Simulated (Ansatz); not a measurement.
Input for Ansatz (a first-principles code): U-CCSD(T)/def2-SVP on H2OSn (SMILES [OH][SnH]), a point of a bond scan (R = 1.445 Å). Elements past Kr take the def2 small-core potentials; no spin–orbit coupling. The run froze 10 orbitals, filled d shells among them.

Ansatz 0.2 input:
```yaml
crystal:
  periodic: [false, false, false]
  atoms:
    - {symbol: Sn, position_ang: [-0.18386056, -0.15025870, 0.19526245]}
    - {symbol: H, position_ang: [-1.45520735, 0.01473920, -1.07212820]}
    - {symbol: O, position_ang: [1.21528417, 0.79939053, -0.86933130]}
    - {symbol: H, position_ang: [0.78130095, 1.25491175, -2.16985026]}
basis:
  gaussian:
    orbitals: def2-SVP
correlation: {method: ccsd_t, electrons: outside_noble_gas}
scf: {omitted_lower_state_checks: [cluster_reference]}
magnetization: {spin_polarized: true, initial_magnetization: 0}
```

The head of its log:

```
WARN ansatz: RAYON_NUM_THREADS=1 ignored (pool sized by the plan → 1); use --threads N
Functional definition: HF
these checks for a lower state are left out or cut short: cluster_reference
integrals: 0.03 GiB planned
573 factors; integrals over basis functions are off by at most 1.1e-3 eV
mean field: 0.13 GiB planned
mean field evaluation 1: about -7865.6364 eV, gradient 2.8e1 eV
mean field evaluation 2: about -7865.6914 eV, gradient 2.8e1 eV
mean field evaluation 4: about -7869.3800 eV, gradient 1.8e0 eV
mean field evaluation 8: about -7869.4393 eV, gradient 1.8e-1 eV
mean field evaluation 16: about -7869.5360 eV, gradient 9.5e-1 eV
mean field evaluation 32: about -7867.1490 eV, gradient 1.3e-1 eV
mean field evaluation 64: about -7867.1591 eV, gradient 3.4e-1 eV
mean field evaluation 96: about -7867.1553 eV, gradient 1.7e-3 eV
mean field evaluation 128: about -7869.5379 eV, gradient 1.4e0 eV
mean field -7869.58029830 eV, -289.2017417695 hartree, gradient 8.1e-6 eV, S^2 0.334412; 10 other end points of the search recorded, 0 dependent functions left out
10 core orbitals not correlated
reference -7869.58029830 eV, -289.2017417695 hartree; 6, 6 occupied and 34, 34 virtual orbitals, 573 factors
```

Question: Predict the final total energy.

Answer: -289.5117 hartree (reference determinant -289.2017, T1 diagnostic 0.073). Its determinant has ⟨S²⟩ = 0.33, a mixture of spin states.
